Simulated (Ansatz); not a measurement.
Reaction (formal exchange of groups at the Al–C bond): `[CH3][Al]1[CH2][CH2]1` + `[SiH3][AlH][SH]` → `[SiH3][AlH][Al]1[CH2][CH2]1` + CH₃SH

Gas-phase electronic energies from Ansatz, PBE0-D4/def2-TZVP geometries. CBS: MP2 limit from def2 TZ/QZ plus the TZ coupled-cluster correction, frozen cores. This one scheme is used for every species. Each species was taken in one conformer, which may not be the lowest.

`[CH3][Al]1[CH2][CH2]1`:

Cartesian coordinates in Å:
```
C -0.424 2.190 0.107
Al -0.067 0.283 0.000
C 0.892 -1.269 -0.547
C -0.357 -1.558 0.396
H -1.480 2.396 0.292
H -0.118 2.709 -0.804
H 0.145 2.621 0.936
H 1.854 -1.548 -0.119
H 0.804 -1.686 -1.550
H -0.101 -1.995 1.360
H -1.149 -2.142 -0.071
```

`[SiH3][AlH][SH]`:

```xyz
8

Si   -0.453    0.841    1.233
Al    0.510   -0.663   -0.441
S    -0.266   -0.490   -2.476
H    -1.536    1.688    0.661
H     0.592    1.746    1.791
H    -1.024    0.070    2.374
H     1.643   -1.738   -0.172
H     0.532   -1.453   -2.970
```

`[SiH3][AlH][Al]1[CH2][CH2]1`:

Cartesian coordinates in Å:
```
Si 0.753 0.222 -3.261
Al 0.789 1.362 -1.084
Al -0.100 0.220 0.973
C -0.073 -0.941 2.543
C -1.449 -0.346 2.267
H 2.143 -0.025 -3.745
H 0.060 -1.096 -3.205
H 0.064 1.049 -4.295
H 1.392 2.832 -0.977
H 0.436 -0.601 3.442
H 0.034 -2.015 2.402
H -1.822 0.376 2.990
H -2.227 -1.037 1.950
```

CH₃SH:

Z-matrix (Å, degrees):
```
C
S 1 1.806
H 1 1.089 2 111.5
H 1 1.089 2 111.5 3 -123.8
H 1 1.090 2 106.2 3 118.1
H 2 1.342 1 97.1 3 61.9
```

```tsv
species	CCSD(T)/CBS(def2) energy (Eh)
`[CH3][Al]1[CH2][CH2]1`	-360.33133
`[SiH3][AlH][SH]`	-931.90162
`[SiH3][AlH][Al]1[CH2][CH2]1`	-853.94881
CH₃SH	-438.22835
```

(1) Work out ΔE.

Largest T1 diagnostic among the species: 0.017.

## Answers

(1) ΔE = (-853.94881) + (-438.22835) − (-360.33133) − (-931.90162) = 0.05579 Eh = +1.52 eV.

Leaving LDA and LC-ωPBE aside and taking each functional with its dispersion term where it has one, the values, not all of them listed here, spread over 0.40 eV, from revPBE-D4 to ωB97M-V. LDA lies +0.04 eV from PBE without D4. From PBE to PBE0 (25 % exact exchange), in def2-TZVPP and without D4, ΔE moves by +0.11 eV.
